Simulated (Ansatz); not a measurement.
`C[B-]1(O)OC=CC=[O+]1`, charge 0, multiplicity 1.

Give a relaxed structure at PBE0-D4/def2-TZVP (Ansatz 0.2.0). (Estimate.)

Ansatz gave: 
Z-matrix (Å, degrees):
```
C
B 1 1.587
H 1 1.094 2 111.1
H 1 1.094 2 111.1 3 -119.8
H 1 1.093 2 112.3 3 120.1
O 2 1.555 1 109.4 3 -62.9
O 2 1.410 1 119.5 3 59.9
O 2 1.556 1 109.3 3 -177.3
C 6 1.267 2 121.5 1 -145.5
H 7 0.956 2 112.3 1 0.4
C 8 1.267 2 121.5 1 145.5
C 9 1.385 6 123.9 2 13.5
H 9 1.092 6 115.4 2 -169.0
H 11 1.092 8 115.4 2 169.0
H 12 1.079 9 121.4 6 179.2
```
Point group Cs.
This is one stationary point; other conformers may exist.
